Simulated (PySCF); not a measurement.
## Excitation energy of Pb²⁺ by level of theory

Pb²⁺ [Xe] 4f14 5d10 6s2 (1S) → Pb²⁺ [Xe] 4f14 5d10 6s1 6d1 (3D), as a difference of total energies. Calculation: PySCF 2.14, in aug-cc-pwCVDZ-PP with ECP60MDF (6s5p4d1f, 48 functions); a scalar-relativistic core potential. Correlated levels: valence and next inner shell: nothing frozen outside the core potential. The calculations carry no spin-orbit coupling.

| method | excitation energy (eV) |
| --- | --- |
| UHF | 17.979 |
| MP2 (valence and next inner shell) | 19.845 |
| SCS-MP2 (valence and next inner shell) | 19.767 |
| CCSD (valence and next inner shell) | 19.526 |
| CCSD(T) (valence and next inner shell) | 19.581 |

How much does correlation contribute at CCSD(T) (valence and next inner shell)?

19.581 − (17.979) = 1.602 eV, measured against UHF.

The promoted electron is Rydberg-like, and one or two diffuse shells describe it only roughly, which tends to raise the upper state.
